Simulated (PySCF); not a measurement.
BiMe3: computed shieldings and shifts

BiMe3, C3H9Bi, point group C1.

Bonds: Bi1-C2 2.274 Å, Bi1-C6 2.274 Å, Bi1-C10 2.274 Å. C2 carries H3, H4, H5; C6 carries H7, H8, H9; C10 carries H11, H12, H13.

GIAO calculations in PySCF 2.14 on the PBE0-D3(BJ)/def2-SVP structure: isolated species, scalar relativity only through the core potential, equivalent atoms averaged; basis pcSseg-1 (def2-TZVP on Bi).

(1) Give the isotropic shieldings (ppm) with PBE0, wB97X-D.

(2) And the chemical shifts, against references computed in the same way?

(3) Which part of the shielding of C2/C6/C10 depends on the functional?

## Answers

(1) 
```
                        atoms                        environment   PBE0  wB97X-D
                    C2/C6/C10           carbon bonded to Bi, 3 H  176.3    178.1
H3/H4/H5/H7/H8/H9/H11/H12/H13  hydrogen on a carbon bonded to Bi  30.68    30.87
           HOMO–LUMO gap (eV)                                  –   6.81    10.12
```

(2) 
```json
{"atoms": "C2/C6/C10", "nucleus, reference": "$^{13}$C, TMS", "PBE0": "8.1", "wB97X-D": "6.4"}
{"atoms": "H3/H4/H5/H7/H8/H9/H11/H12/H13", "nucleus, reference": "$^{1}$H, TMS", "PBE0": "0.59", "wB97X-D": "0.51"}
```

(3) Diamagnetic: PBE0 250, wB97X-D 250 ppm; paramagnetic: PBE0 -73, wB97X-D -72 ppm. The diamagnetic part, set mainly by inner electrons, hardly moves; the paramagnetic part goes with low-lying magnetically allowed excitations and carries the spread.

Bi is described by an effective core potential, so it has no shielding of its own here; spin–orbit effects on the atoms bonded to it, which can be large, are absent, and the values of these neighbours are rough.
